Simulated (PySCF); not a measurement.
Compound: CH3BF2.
SMILES with atom numbers: `[CH3:1][B:2]([F:3])[F:4]` (hydrogens: H5, H6, H7 on C1)

Structure used (GFN2-xTB), in Å, numbered top down from 1:
```xyz
7
CH3BF2 angstrom
C     -0.709    0.011    0.041
B      0.858    0.006   -0.057
F      1.587    1.103   -0.116
F      1.572   -1.102   -0.087
H     -1.115    1.017    0.063
H     -1.043   -0.514    0.933
H     -1.148   -0.516   -0.804
```

A PySCF run (density fitting, gas phase, GFN2-xTB geometry) gave HOMO -8.81 eV, LUMO -0.59 eV, dipole 1.66 D.

Question: Which of these levels was it?
A. KT3/IGLO-II
B. PBE0/def2-SVPD
C. PBE0/pcSseg-1

Answer: A. It is KT3/IGLO-II. All candidates on this geometry:

```json
{"level and settings": "KT3/IGLO-II", "kind": "GGA", "basis functions": "106", "SCF cycles": "14", "E (Eh)": "-268.1112", "HOMO (eV)": "-8.81", "LUMO (eV)": "-0.59", "dipole (D)": "1.66"}
{"level and settings": "PBE0/def2-SVPD", "kind": "global hybrid", "basis functions": "110", "SCF cycles": "12", "E (Eh)": "-264.1199", "HOMO (eV)": "-10.41", "LUMO (eV)": "0.26", "dipole (D)": "1.79"}
{"level and settings": "PBE0/pcSseg-1", "kind": "global hybrid", "basis functions": "83", "SCF cycles": "12", "E (Eh)": "-264.2863", "HOMO (eV)": "-10.35", "LUMO (eV)": "0.39", "dipole (D)": "1.74"}
```

The nearest other candidate, by the summed differences of HOMO and LUMO, is PBE0/def2-SVPD: its HOMO differs by -1.60 eV and its LUMO by +0.85 eV. Cycle counts include a coarse-grid stage where the run had one. KT3 was designed for NMR shieldings or shifts; total energies of different functionals aren't comparable.
